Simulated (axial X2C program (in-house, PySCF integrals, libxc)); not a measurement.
**Potential curves of IO, scalar-relativistic**

All values were computed with an in-house relativistic program for diatomic molecules. Spin-free means the one-electron spin-free X2C Hamiltonian. Basis: I dyall-cv3z [11s12p8d4f1g], O dyall-av3z [7s6p3d2f] (cores contracted in-house); Gaussian nuclei, density fitting, unrestricted open shells. Masses: I 126.904 u, O 15.995 u.

State: M_S = 1/2, Λ = 1 (beyond evenly filled blocks: π+α, π+β, π-α). Energies in eV from the fragments at the same level (I + O). Fits are polynomials in 1 − R0/R over 0.85 to 1.23 times the lowest point R0.

```
 R (Å)   PBEsol     PBE0  CCSD(T)
1.6208  -2.2190  -1.2551         
1.6953  -2.9768  -1.9821  -1.7483
1.7512  -3.3003  -2.2847  -2.0656
1.8071  -3.4704  -2.4369  -2.2356
1.8630  -3.5253  -2.4773  -2.2982
1.9282  -3.4822  -2.4223  -2.2751
1.9934  -3.3569  -2.2906  -2.1789
2.0772  -3.1159  -2.0498  -1.9747
2.1797  -2.7503  -1.6970         
2.3287  -2.1669  -1.1632
```

Correlated methods: 13 electrons correlated (number of frozen shells: I 4 s, 3 p, 2 d; O 1 s), 245 virtual spin orbitals or spinors in MP2, 90 natural virtuals in coupled cluster.

The state is a single determinant with fixed occupations, the lowest that a limited PBE0 search found. Dissociation energies refer to the lowest single-determinant-based atoms at the same level and basis. Coupled cluster ran in a truncated set of natural virtual spinors; the MP2 energy of the rest was added. (T) has no such correction and the atoms are truncated less, which lowers De at CCSD(T) by a hundredth of an eV or more. The functionals have no current-density term, which raises determinants with orbital currents, atoms included. The determinant is spin-polarised beyond a pure state at some levels (its spin-free form has ⟨S²⟩ too high), which makes Re and μ there less reliable. The T1 diagnostic is large, a sign of multireference character. Spin-free De lacks the spin–orbit lowering of the heavy p-block atom, a tenth of an eV or more for 4p and 5p, up to an eV for 6p and one to two eV for 7p atoms, less what an open-shell molecule gains itself. Coupled cluster ran on the points near the minimum only. MP2 and coupled cluster on one determinant become unreliable at the stretched end.

Task: What are Re, ωe and De at the PBEsol level?

Result: At PBEsol, spin-free: Re = 1.868 Å, ωe ≈ 714 cm⁻¹, De = 3.53 eV to I + O; Be follows as 0.34 cm⁻¹.

Task: Fit the PBE0 curve near its minimum: give the equilibrium distance, the harmonic wavenumber and the well depth.

Result: At PBE0, spin-free: Re = 1.860 Å, ωe ≈ 714 cm⁻¹, De = 2.48 eV to I + O; Be follows as 0.343 cm⁻¹.

Task: What are Re, ωe and De at the CCSD(T) level?

Result: At CCSD(T), spin-free: Re = 1.878 Å, ωe ≈ 654 cm⁻¹, De = 2.30 eV to I + O; Be follows as 0.336 cm⁻¹.
